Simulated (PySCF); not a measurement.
A structure optimised at PBE-D3(BJ)/def2-SVP, used in a PySCF frequency run:

```
Si
F 1 1.6315
F 1 1.6315 2 106.30
Br 1 2.2371 2 109.32 3 117.90
```
Charge 0, spin multiplicity 2.

Problem. Write its SMILES, formula and point group.

Solution. F[Si](F)Br, BrF2Si, Cs

Problem. What are its rotational constants (standard atomic weights)?

Solution. 6.9676, 1.9577, 1.6037 GHz
